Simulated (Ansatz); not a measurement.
The same ligand exchange along the group B, Al, Ga, In.

Gas-phase electronic energies from Ansatz, PBE0-D4/def2-TZVP geometries. CBS: MP2 limit from def2 TZ/QZ plus the TZ coupled-cluster correction, frozen cores. This one scheme is used for every species. DFT in def2-TZVPP. def2 core potentials past Kr. For Ga, In outer-core shells are correlated without core-valence functions, which leaves a few kJ/mol of doubt a bond. Scalar relativity is left out up to krypton. One conformer a species, not always the lowest.

```
                                               reaction  B97M-V (kJ/mol)  revPBE-D4 (kJ/mol)
                        `FB(S)S` + NH₃ → `NB(S)S` + H–F               40                  23
`[F][Al]([SH])[SH]` + NH₃ → `[NH2][Al]([SH])[SH]` + H–F              103                  90
`[F][Ga]([SH])[SH]` + NH₃ → `[NH2][Ga]([SH])[SH]` + H–F               66                  51
`[F][In]([SH])[SH]` + NH₃ → `[NH2][In]([SH])[SH]` + H–F               71                  58
```

(1) Give the CCSD(T)/CBS values in the same order. (Estimate.)

Largest T1 diagnostic: 0.015, for `[F][In]([SH])[SH]`.

## Answers

(1) Ansatz gave: 21, 92, 41, 48 kJ/mol.
